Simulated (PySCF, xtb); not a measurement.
C3H3F3, SMILES C=C(F)C(F)F.

GFN2-xTB (xtb) at its own geometry gives an orbital gap of 5.22 eV and a dipole moment of 1.30 D.

Coordinates come from a PBE0-D3(BJ)/def2-SVP optimisation. The values are those of a single conformer.

### Question
What does HF/def2-TZVP run with PySCF give? (Estimate from the structure and the level; the computed values follow.)

### Answer
gap 14.36 eV (levels -10.93 and 3.43 eV), dipole 1.78 D.
